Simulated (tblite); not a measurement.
Compound: C4H11NOSi.
Z-matrix (Å and degrees, GFN2-xTB geometry), rows numbered from 1:
```
C 
C   1  1.3225
C   2  1.4848  1  124.52
Si  3  1.9109  2  110.34  1    96.51
O   4  1.6255  3  112.40  2   -53.94
N   4  1.7220  3  105.63  2    65.05
C   6  1.4456  4  122.19  3  -173.66
H   1  1.0771  2  122.29  3  -178.05
H   1  1.0786  2  121.42  3     2.91
H   2  1.0826  1  119.79  3   176.86
H   3  1.0880  2  110.28  1  -141.21
H   3  1.0883  2  110.03  1   -22.54
H   4  1.4626  3  112.03  2  -165.61
H   5  0.9545  4  120.27  3    48.28
H   6  1.0085  4  118.45  3    40.22
H   7  1.0919  6  110.16  4   152.21
H   7  1.0949  6  112.44  4   -86.56
H   7  1.0870  6  108.44  4    33.02
```

All values are computed: GFN2-xTB (tblite) harmonic vibrations without scaling, gas phase. The method is semi-empirical: single wavenumbers can be off by several per cent or more. Modes of hydrogen on silicon can be 10 to 20 % off. One conformer, not necessarily the lowest.

Harmonic wavenumbers (cm⁻¹): 35.5, 53.8, 91.8, 127.1, 162.8, 178.5, 198.6, 260.3, 326.2, 347.3, 414.4, 536.7, 596.9, 652.8, 678.9, 735.3, 779.9, 825.2, 837.6, 874.1, 917.3, 961.3, 1020.7, 1055.5, 1065.9, 1110.9, 1152.7, 1193.1, 1218.8, 1298.8, 1365.4, 1415.5, 1420.2, 1483.3, 1491.0, 1502.4, 1704.8, 2257.9, 2916.9, 2970.1, 3002.3, 3013.0, 3040.9, 3049.3, 3090.6, 3116.5, 3455.0, 3652.3.

A = 3513, B = 1262, C = 1180 MHz; mass 117.061 u (most abundant isotopes); point group C1, symmetry number 1.

Question: What is the zero-point energy?

Answer: Half the sum of the wavenumbers: 31828 cm⁻¹ = 380.75 kJ/mol.

Question: Give the ideal-gas entropy at 400 K and 1 bar in the rigid-rotor, harmonic-oscillator model (classical rotation).

Answer: Translation 174.36, rotation 122.95, vibration 178.21: S = 475.5 J/(mol K).

Question: And Cp and H(400 K) − H(0)?

Answer: Cp = 198.46 J/(mol K), of which vibrations give 165.21 (their classical limit is 48 R = 399.1); H(400 K) − H(0) = 48.58 kJ/mol without the zero-point energy, 35.28 from vibrations.

Question: Blend soft modes into free rotors: weight 1/[1 + (100 cm⁻¹/ν̃)⁴] for the oscillator and the rest for a rotor with moment μB/(μ + B), μ = h/(8π²ν), B = 10⁻⁴⁴ kg m². What vibrational entropy results?

Answer: 161.13 J/(mol K) in place of 178.21, which changes −T·S at 400 K by +6.83 kJ/mol.

Question: What must be added to the electronic energy to get the Gibbs energy at 400 K and 1 bar?

Answer: ZPE + [H(400 K) − H(0)] − T·S = 380.75 + 48.58 − 190.21 = 239.12 kJ/mol.

Hindered rotation and anharmonicity are outside this model. Other conformers, if any are populated, would add a mixing term that is left out. The structure is chiral; the term R ln 2 for an equal mix with its mirror image is left out.
